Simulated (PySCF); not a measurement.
Two species compared at the same levels of theory.

First species: C6H6ClN3Si.
Bonds: Si1–C2, C2–C3 (aromatic), C3–C4 (aromatic), C4–C5 (aromatic), C5–C6 (aromatic), C6–C7 (aromatic), C7–Cl8, C7–N9 (aromatic), N9–N10 (aromatic), N10–N11 (aromatic), C2–N11 (aromatic), C6–N11 (aromatic). Hydrogens: H12, H13, H14 on Si1; H15 on C3; H16 on C4; H17 on C5.

Second species: C7H13O2P.
SMILES: `C(C#C)[P@](O)(=O)C(C)(C)C`

Levels: PBE0/pcSseg-1 for dipole moment, HOMO energy, LUMO energy and HOMO–LUMO gap; GFN2-xTB for rotational constant A and rotational constant C. Geometries: GFN2-xTB. All species are isolated and taken at one optimised geometry, non-relativistic unless stated; the electronic structure was computed with PySCF and density fitting.

Dipoles, sizes and rotational constants follow the conformer. The torsions of the flexible species, by atom-mapped SMILES:
- `[CH:1]#[C:2][CH2:3][P@@:4](=[O:5])([OH:6])[C:7]([CH3:8])([CH3:9])[CH3:10]`: C2–C3–P4–O5 -164°, C3–P4–C7–C8 -178°, H–O6–P4–C3 -118°

```tsv
property	column X	column Y
dipole moment	2.16 D	5.00 D
HOMO energy	-7.40 eV	-6.64 eV
LUMO energy	0.76 eV	-1.88 eV
HOMO–LUMO gap	8.16 eV	4.76 eV
rotational constant A	1.519 GHz	1.728 GHz
rotational constant C	0.833 GHz	0.441 GHz
```

**Question.** Which column belongs to which species?

**Answer.** Column X is the second species and column Y the first. The first has 17 atoms and 94 electrons, the second 23 and 86.

**Question.** How does each property change from the first species to the second?

**Answer.** dipole moment -2.84 D; HOMO energy -0.76 eV; LUMO energy +2.64 eV; HOMO–LUMO gap +3.40 eV; rotational constant A -0.209 GHz; rotational constant C +0.392 GHz.

On the first: A dipole of 5.00 D is allowed in Cs, and pure rotational transitions are dipole-allowed. In atomic units the dipole is 1.97 e·bohr (1 au = 2.5417 D).

On the second: The dipole equals about 7.2 × 10⁻³⁰ C·m (1 D = 3.33564 × 10⁻³⁰ C·m). A dipole of 2.16 D is allowed in C1, and pure rotational transitions are dipole-allowed.
